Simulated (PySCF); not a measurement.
ClGa, triplet, geometry from GFN2-xTB (such geometries of metal compounds can be far from the true shape) (the spin is typed, not shown lowest).

Here is a job for PySCF.
```python
from pyscf import gto, scf, dft

mol = gto.Mole()
mol.atom = '''
    Ga   -0.000000   -0.000000   -0.787509
    Cl    0.000000    0.000000    1.436045
'''
mol.basis = 'cc-pvdz'
mol.charge = 0
mol.spin = 2
mol.verbose = 3
mol.build()

mf = dft.UKS(mol)
mf.xc = 'r2scan'
mf.kernel()
mf.analyze()
```

Q: What does this run give for the number of basis functions, HOMO energy, nuclear repulsion energy?

A: 
number of basis functions: 45
HOMO energy: -3.60 eV
nuclear repulsion energy: 125.4192 Eh

These values belong to the state on which the SCF converged, which isn't shown to be the lowest.
